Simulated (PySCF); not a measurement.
Compound: C₄H₈NO₂Si (doublet state).
Structure used (GFN2-xTB), in Å, numbered top down from 1:
```xyz
16
C4H8NO2Si angstrom
C      3.0954   -0.2317   -0.2278
N      2.0637   -0.8773    0.2551
C      0.8951   -0.3513    0.4568
O     -0.0117   -1.0583    1.1532
C     -1.2577   -1.3306    0.4811
Si    -2.0893    0.3187   -0.0336
C     -0.6363    1.4727    0.4320
O      0.5671    0.8763   -0.0371
H      3.1105    0.8369   -0.4033
H      3.9744   -0.8136   -0.4347
H     -1.0574   -1.9950   -0.3666
H     -1.8360   -1.8926    1.2145
H     -3.2694    0.6297    0.7697
H     -2.3193    0.3515   -1.4776
H     -0.6674    2.4534   -0.0420
H     -0.5693    1.6203    1.5165
```

The hyperfine couplings belong to this conformer and change with its torsions.

Identity: `C=N[C]1OC[SiH2]CO1` [radical].

Computed, not measured: UKS B3LYP, pcH-1 on C H N O Si, non-relativistic, mean-field spin-orbit, GIAO in PySCF 2.14.0. One conformer (not necessarily the lowest) at the GFN2-xTB geometry, without solvent, vibrations or thermal averaging. The geometry wasn't refined by DFT: couplings that depend on bond lengths, twists or pyramidal angles can differ widely from those at the functional's own minimum. The frame is twisted about the N2–C3 bond at this geometry (dihedral C1–N2–C3–O8 = 12°); couplings at other torsion angles weren't computed. No stability test was run, so a lower SCF solution isn't excluded.

**Question.** The isotropic 13C couplings are +60.5, +49.4, +40.1, +3.0 MHz. Assign them to C1; C3; C5; C7.

**Answer.** 
```csv
site,a_iso (MHz),ρ(0) (bohr⁻³),position,distance from C1 (Å),spin population,largest |T| (MHz)
C1,+60.5,+0.0539,largest spin population,0.00,+0.72,112.0
C3,+49.4,+0.0440,2 bonds from C1,2.31,+0.40,85.6
C5,+40.1,+0.0357,4 bonds from C1,4.55,+0.02,5.3
C7,+3.0,+0.0026,4 bonds from C1,4.16,0.00,1.6
```

**Question.** Match the computed a_iso(17O) values -32.4, -14.3 MHz with the sites O4; O8.

**Answer.** 
```json
{"site": "O4", "a_iso (MHz)": "-32.4", "ρ(0) (bohr⁻³)": "+0.0535", "position": "3 bonds from C1", "distance from C1 (Å)": "3.50", "spin population": "+0.02", "largest |T| (MHz)": "16.0"}
{"site": "O8", "a_iso (MHz)": "-14.3", "ρ(0) (bohr⁻³)": "+0.0236", "position": "3 bonds from C1", "distance from C1 (Å)": "2.77", "spin population": "+0.05", "largest |T| (MHz)": "28.7"}
```

ρ(0) is the spin density at the nucleus and T the dipolar tensor; a_iso includes a spin–orbit part; entries for several nuclei are means. The Mulliken spin populations are largest on C1 (+0.72), C3 (+0.40) and N2 (-0.15). The positive populations add up to 1.22 and the negative ones to -0.22, together 2S = 1. The angles at C1 add up to 360.0°, so it is planar; its axial dipolar tensor and the negative couplings of its protons fit spin in a p orbital normal to that plane.

β density exceeds α density at some nuclei, such as N2 (-0.0331), H10 (-0.0104) and H9 (-0.0100), spin density in bohr⁻³. In a single determinant that takes different orbitals for the two spins, that is spin polarisation.

Nuclei that the bonding pattern makes equivalent are averaged, as if the motion that swaps them (rotation, inversion, ring flip) were fast. O4 and O8, with what hangs on them, aren't averaged: C3 is flat or nearly so (angle sum 360°), and its turn about the short C3–N2 bond (1.30 Å) is taken as slow. The 1H value of +4.4 MHz is a mean of couplings from -0.3 to 9.1 MHz in this one geometry, not an average over conformers.

C3, the radical centre as drawn in `C=N[C]1OC[SiH2]CO1`, holds a spin population of +0.40 out of 1.

Time: 54 s (with the writing of density and orbital grids); peak memory 1.0 GiB. Hardware: one thread, AMD EPYC 9R45 (x86_64), no GPU, shared host.
